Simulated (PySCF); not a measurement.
**Telling isomers of C$_{4}$H$_{14}$Si$_{3}$ apart by NMR**

- GFN2-xTB geometry
- PBE0/pcSseg-1 with gauge-including orbitals
- code: PySCF 2.14.0 with density-fitted response routines
- one computed conformer, no solvent, rapidly exchanging positions averaged, no relativistic terms

δ = σ(ref) − σ, references computed at the same level: TMS for ¹H (σref 31.72) and ¹³C (σref 186.93). Where no couplings were computed, multiplicities follow the n + 1 count of equivalent neighbours, and m marks all less simple cases (inequivalent or close neighbours, rings, F or P nearby). Shifts are as computed. Against solution values, carbons near 30 ppm lie about +3 ppm off and those near 130 ppm about +5 ppm. Of 1211 compounds with measured shifts, 218 miss one by over three times the rms of a fit or turn the order of signals round; such compounds aren't used in these exercises.

(1) Tabulate the signals of `C[SiH2]C/C=C/[SiH2][SiH3]`, `CC1(C)C[Si@@H]([SiH3])[SiH2]1`, `C[C@]1([SiH3])C[Si@H]([SiH3])C1` and their relative energies.

(2) What is the quickest way to tell C[SiH2]C/C=C/[SiH2][SiH3] from CC1(C)C[Si@@H]([SiH3])[SiH2]1?

(3) What is the quickest way to tell C[SiH2]C/C=C/[SiH2][SiH3] from C[C@]1([SiH3])C[Si@H]([SiH3])C1?

(4) What is the quickest way to tell CC1(C)C[Si@@H]([SiH3])[SiH2]1 from C[C@]1([SiH3])C[Si@H]([SiH3])C1?

## Answers

(1) 
| SMILES | carbon types | δC | δH | E rel. (kcal/mol) |
| --- | --- | --- | --- | --- |
| C[SiH2]C/C=C/[SiH2][SiH3] | 2×CH 1×CH2 1×CH3 | 157.0, 124.2, 28.0, -9.0 | 6.47 (m, 1H), 5.61 (m, 1H), 4.33 (m, 2H), 4.14 (m, 2H), 3.41 (t, 3H), 1.94 (m, 2H), 0.09 (t, 3H) | 0.2 |
| CC1(C)C[Si@@H]([SiH3])[SiH2]1 | 1×C 1×CH2 2×CH3 | 35.4, 33.0, 32.8, 28.9 | 4.56 (m, 1H), 4.56 (m, 1H), 4.25 (m, 1H), 3.70 (d, 3H), 1.72 (m, 1H), 1.29 (s, 3H), 1.27 (s, 3H), 1.00 (m, 1H) | 0.0 |
| C[C@]1([SiH3])C[Si@H]([SiH3])C1 | 1×C 2×CH2 1×CH3 | 32.9, 25.5, 21.3 | 5.24 (m, 1H), 3.82 (s, 3H), 3.64 (d, 3H), 1.91 (m, 2H), 1.54 (s, 3H), 1.00 (m, 2H) | 7.2 |

Energies are electronic energies at PBE0/pcSseg-1 on these geometries, without zero-point or thermal terms, each for the one conformer computed, which needn't be the lowest.

(2) Both give the same number of carbon signals, but DEPT or the intensities differ. The first has an alkene CH at 157.0 ppm, the second a fully substituted sp3 carbon bonded to Si (C) at 33.0 ppm. Their most deshielded carbons lie at 157.0 and 35.4 ppm. In the proton spectra the most deshielded non-exchanging signals are 6.47 (m, 1H) and 4.56 (m, 1H).

(3) Count the carbon signals: 4 against 3. The first has an alkene CH at 157.0 ppm, the second a fully substituted sp3 carbon bonded to Si (C) at 25.5 ppm. Their most deshielded carbons lie at 157.0 and 32.9 ppm. In the proton spectra the most deshielded non-exchanging signals are 6.47 (m, 1H) and 5.24 (m, 1H).

(4) Count the carbon signals: 4 against 3. The first has an sp3 CH2 bonded to Si at 28.9 ppm, the second an sp3 CH2 bonded to Si at 21.3 ppm. Their most deshielded carbons lie at 35.4 and 32.9 ppm. In the proton spectra the most deshielded non-exchanging signals are 4.56 (m, 1H) and 5.24 (m, 1H).
